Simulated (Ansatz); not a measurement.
Two isomers of CH6BFOSi: A = `OBC(F)[SiH3]`, B = `CBO[SiH2]F`.

Program: Ansatz. Geometries: PBE0-D4/def2-TZVP. ΔE: electronic, gas phase. CCSD(T)/CBS adds triple-zeta CCSD(T) − MP2 to the extrapolated MP2 energy (def2 sets, frozen cores). Functionals use def2-TZVPP. B3LYP here is the variant with VWN-RPA as its local correlation; programs differ in this. One conformer a species, not always the lowest.

(1) Which isomer does CCSD(T)/CBS put lower? Give the gap. (An estimate is asked.)

(2) Give E(B) − E(A) in kcal/mol with PBE0-D4, CCSD/def2-TZVPP, B3LYP, r2SCAN-D4, MP2/def2-TZVPP, PBE-D4, B2PLYP. (Best estimate.)

Largest T1 diagnostic: 0.013.

Results:

(1) Computed: B, by 84.6 kcal/mol.

(2) Computed: PBE0-D4 -78.9, CCSD/def2-TZVPP -84.4, B3LYP -82.2, r2SCAN-D4 -82.1, MP2/def2-TZVPP -86.9, PBE-D4 -75.5, B2PLYP -84.3. None reverses the order clearly.

In def2-TZVPP, CCSD(T) changes the Hartree–Fock value by +5.5 kcal/mol (the triples alone add +1.0 kcal/mol) and MP2 by +2.0 kcal/mol. From PBE to PBE0 (25 % exact exchange), in def2-TZVPP and without D4, E(B) − E(A) moves by −3.3 kcal/mol.
